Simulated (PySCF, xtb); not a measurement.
B(I)2(OH) (BHI₂O), SMILES OB(I)I.

Geometry optimised at B3LYP-D3(BJ)/def2-SVP. The def2 effective core potentials stand for the cores of I; spin–orbit coupling is left out. Other conformers were not sampled.

The numbers are results of IEF-PCM-PBE0/def2-SVP run with PySCF 2.14.0, not measurements.

The values are the electrostatic part of the solvation free energy, E(continuum) − E(gas) at the gas-phase geometry, in a cavity of scaled van der Waals radii (PySCF's table); cavitation and dispersion terms are not included. In vacuum the orbital gap is 6.41 eV. The dipole moment in vacuum is 1.92 D.

Computed values in water (ε = 78.36), acetonitrile (ε = 35.69), toluene (ε = 2.37):
```
solvent           ε  ΔG(elec) (kcal/mol)  dipole (D)  gap (eV)
------------  -----  -------------------  ----------  --------
water         78.36                 -4.8        2.58      6.57
acetonitrile  35.69                 -4.7        2.56      6.56
toluene        2.37                 -2.2        2.20      6.49
```

For comparison, GFN2-xTB/ALPB(water) (xtb, at the GFN2-xTB geometry, all terms of that model) gives -7.9 kcal/mol.
